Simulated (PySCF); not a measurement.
Work out the structure from these simulated measurements.

Formula: C8H9F3.

| Quantity | Value |
| --- | --- |
| Dipole | 2.56 D [PBE0/pcSseg-1] |
| 13C NMR | chemical shifts (computed TMS as zero) by class: 147.8 (1 C), 146.4 (1 C), 140.1 (1 C), 136.9 (1 C), 133.1 (1 C), 130.4 (1 C), 126.9 (1 C), 21.9 (1 C) ppm [GIAO PBE0/pcSseg-1] |
| NMR, other nuclei | isotropic shieldings of nuclei other than C and H, by class: 250 (3 F) ppm [GIAO PBE0/pcSseg-1] |
| Rotational structure | rotational constants A, B, C: 1.725, 0.825, 0.716 GHz [GFN2-xTB] |
| 1H NMR | chemical shifts (computed TMS as zero) by class: 6.55 (1 H), 6.34 (1 H), 6.04 (1 H), 6.01 (1 H), 5.90 (1 H), 5.67 (1 H), 1.64 (3 H) ppm [GIAO PBE0/pcSseg-1] |

Gas-phase values; electronic properties from PySCF, density fitting. Levels stand in brackets. Isolated species at its GFN2-xTB geometry (one conformer only). NMR values are class means; diastereotopic atoms form classes of their own.

Question: Give a SMILES that accounts for the data.

Answer: Numbering: `[CH2:1]=[C:2](/[CH:3]=[CH:4]\[CH3:5])[C:6](=[CH2:7])[C:8]([F:9])([F:10])[F:11]`. Its formula, C8H9F3, gives 3 degrees of unsaturation: 0 rings and 3 π bonds in the structure found. 8 carbons fall into 8 classes; from least to most shielded: fully substituted alkene carbon [C6] (147.8 ppm), fully substituted alkene carbon [C2] (146.4 ppm), alkene CH carbon [C4] (140.1 ppm), alkene CH carbon [C3] (136.9 ppm), CF3 carbon [C8] (133.1 ppm), terminal =CH2 carbon [C7] (130.4 ppm), terminal =CH2 carbon [C1] (126.9 ppm), allylic carbon [C5] (21.9 ppm). Hydrogen classes from least to most shielded: 1 H on an alkene CH carbon, C3 (6.55 ppm), 1 H on a terminal =CH2 carbon, C7 (6.34 ppm), 1 H on a terminal =CH2 carbon, C1 (6.04 ppm), 1 H on an alkene CH carbon, C4 (6.01 ppm), 1 H on a terminal =CH2 carbon, C7 (5.90 ppm), 1 H on a terminal =CH2 carbon, C1 (5.67 ppm), 3 H on an allylic carbon, C5 (1.64 ppm). The other shieldings belong to: 250 ppm, fluorine of a CF3 group [F9/F10/F11]. The optimised geometry has point group C1 and is an asymmetric top. Structure: `C=C(/C=C\C)C(=C)C(F)(F)F`. Computed isomers that give other values at the same levels: `C=C[C@@H]1CC(=C)[C@H]1C(F)(F)F` (13C chemical shifts (computed TMS as zero) by class: 149.6 (1 C), 148.0 (1 C), 135.9 (1 C), 122.6 (1 C), 121.7 (1 C), 54.2 (1 C), 38.2 (1 C), 37.0 (1 C) ppm); `C=C[C@@H]1CC(=C)[C@@H]1C(F)(F)F` (13C chemical shifts (computed TMS as zero) by class: 148.4 (1 C), 147.6 (1 C), 135.3 (1 C), 125.2 (1 C), 121.2 (1 C), 52.6 (1 C), 37.6 (1 C), 37.6 (1 C) ppm); `C=C(/C=C/C)C(=C)C(F)(F)F` (13C chemical shifts (computed TMS as zero) by class: 147.6 (1 C), 147.2 (1 C), 139.4 (1 C), 139.3 (1 C), 132.9 (1 C), 131.3 (1 C), 122.8 (1 C), 22.4 (1 C) ppm). The assignments are read from this structure; whether some other isomer fits the data as well wasn't checked.

Shape of the structure used: `[CH2:1]=[C:2](/[CH:3]=[CH:4]\[CH3:5])[C:6](=[CH2:7])[C:8]([F:9])([F:10])[F:11]`: C1–C2–C3–C4 -135°, C1–C2–C6–C7 -144°, C2–C6–C8–F9 161°.
